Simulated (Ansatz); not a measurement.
SnMe4 (C₄H₁₂Sn), 17 atoms. Hardware: 4 threads of Arm Neoverse V1 on a shared host.

In the def2 sets Sn takes a core potential; there is no spin–orbit coupling. Correlated methods freeze 8 core orbitals; core or outer-core shells of Sn are correlated, in sets that lack core-valence functions.

Question: How many basis functions does each of these Ansatz runs have, and roughly what does it cost? PBE0-D4/def2-TZVP, charge 0 singlet, energy, from earlier orbitals; PBE-D4/def2-SVP, charge 0 singlet, energy, from earlier orbitals; B3LYP-D4/def2-SVP, charge 0 singlet, relaxation, 6 steps; CCSD(T)/def2-SVP, charge 0 singlet, energy, from earlier orbitals; r2SCAN-D4/def2-TZVP, charge 0 singlet, energy, from earlier orbitals; PBE0-D4/def2-SVP, charge 0 singlet, energy, from earlier orbitals; BHLYP-D4/def2-TZVP, charge 0 singlet, energy, from earlier orbitals; MP2/def2-TZVP, charge 0 singlet, energy, from earlier orbitals; HF/STO-3G, charge 0 singlet, energy; LC-ωPBE/def2-TZVP, charge 0 singlet, energy, from earlier orbitals; BLYP-D4/def2-TZVP, charge 0 singlet, energy, from earlier orbitals; PBE-D4/def2-TZVP, charge 0 singlet, energy and forces, from earlier orbitals.

Answer: Other jobs shared the machine, so times can vary by a factor of up to 3. A dash marks memory too small to be measured apart from the calling script's.

| run | functions | fitting or Cholesky vectors | wall time | peak host memory (GiB) |
| --- | --- | --- | --- | --- |
| HF/STO-3G, charge 0 singlet, energy | 59 | 807 | 0.4 s | – |
| PBE-D4/def2-SVP, charge 0 singlet, energy, from earlier orbitals | 142 | 1619 | 1.4 s | – |
| PBE0-D4/def2-SVP, charge 0 singlet, energy, from earlier orbitals | 142 | 1682 | 2 s | – |
| BLYP-D4/def2-TZVP, charge 0 singlet, energy, from earlier orbitals | 246 | 1636 | 2.7 s | – |
| PBE-D4/def2-TZVP, charge 0 singlet, energy and forces, from earlier orbitals | 246 | 1636 | 3.2 s | – |
| LC-ωPBE/def2-TZVP, charge 0 singlet, energy, from earlier orbitals | 246 | 1636 | 3.3 s | – |
| BHLYP-D4/def2-TZVP, charge 0 singlet, energy, from earlier orbitals | 246 | 1896 | 4 s | 0.75 |
| MP2/def2-TZVP, charge 0 singlet, energy, from earlier orbitals | 246 | 1867 | 4 s | 0.69 |
| PBE0-D4/def2-TZVP, charge 0 singlet, energy, from earlier orbitals | 246 | 1709 | 4.6 s | 0.72 |
| r2SCAN-D4/def2-TZVP, charge 0 singlet, energy, from earlier orbitals | 246 | 1636 | 5 s | – |
| B3LYP-D4/def2-SVP, charge 0 singlet, relaxation, 6 steps | 142 | 1681 | 15 s | – |
| CCSD(T)/def2-SVP, charge 0 singlet, energy, from earlier orbitals | 142 | 1566 | 32 s | 1.3 |
